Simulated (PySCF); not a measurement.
**Electric field gradients and quadrupole coupling constants**

Species: C8H11PS.
Z-matrix (Å and degrees, GFN2-xTB geometry), rows numbered from 1:
```
C 
P   1  1.8546
C   2  1.8237  1   98.41
C   3  1.4225  2  123.67  1    51.89
C   4  1.3536  3  112.79  2   176.03
S   5  1.7204  4  112.16  3    -0.66
C   3  1.3615  2  124.41  1  -133.97
C   2  1.8380  1   97.09  3   -99.45
C   8  1.5022  2  117.52  1   -91.61
C   9  1.4919  8   60.19  2  -109.31
H   1  1.0880  2  109.72  3   -75.62
H   1  1.0894  2  111.22  3    45.86
H   1  1.0890  2  108.08  3   166.27
H   4  1.0757  3  123.57  2    -4.08
H   5  1.0722  4  128.58  3   179.23
H   7  1.0718  3  128.16  2     3.87
H   8  1.0867  2  114.83  1    52.80
H   9  1.0805  8  117.94 10   107.72
H   9  1.0798  8  118.29 10  -108.77
H  10  1.0801  8  118.10  9  -107.79
H  10  1.0803  8  118.14  9   108.58
```

Field gradients from the PBE0/pcSseg-1 density (PySCF, non-relativistic), principal values in atomic units, ordered |Vxx| ≤ |Vyy| ≤ |Vzz|:

| atom | Vxx | Vyy | Vzz |
| --- | --- | --- | --- |
| S6 | -0.4043 | -1.3986 | 1.8028 |

**Question.** Find the asymmetry η = (Vxx − Vyy)/Vzz and the couplings χ = eQV/h (234.96 MHz × Q in barn × V in au), with Q(33S) = −0.0678 b.

**Answer.** 
| atom | environment | nucleus | η | χzz (MHz) | χxx (MHz) | χyy (MHz) |
| --- | --- | --- | --- | --- | --- | --- |
| S6 | thiophene-type sulfur | 33S | 0.55 | -28.72 | 6.44 | 22.28 |

**Question.** What is Vzz at S6 in SI units (1 au = 9.71736 × 10²¹ V/m²)?

**Answer.** 1.8028 au = 17.519 × 10²¹ V/m².

**Question.** And the gradient at the other heavy atoms, for which no coupling is worked out here?

**Answer.** 
```csv
atom,environment,Vzz (au),η
C1,sp3 carbon bound to phosphorus,0.078,0.34
P2,phosphine phosphorus,-1.404,0.10
C3,substituted aromatic carbon,0.226,0.15
C4,aromatic CH carbon,0.218,0.16
C5,aromatic CH next to a ring sulfur,-0.257,0.23
C7,aromatic CH next to a ring sulfur,-0.246,0.41
C8,sp3 carbon bound to phosphorus,0.161,0.67
C9,three-membered-ring carbon,0.182,0.04
C10,three-membered-ring carbon,0.181,0.02
```

Were the hydrogens deuterons (Q(2H) = 0.00286 b), χzz would run from 210 kHz (H12) to 233 kHz (H15 and H16).

Geometry: GFN2-xTB, one conformer, isolated molecule. GFN2-xTB bond lengths can be off by several hundredths of an ångström, more for odd bonds, and the gradients follow them. A larger basis could move these couplings by a tenth or more.

The run behind these numbers computed NMR shieldings as well. The run took 86 s wall on Arm Neoverse N1, one thread (shared host).
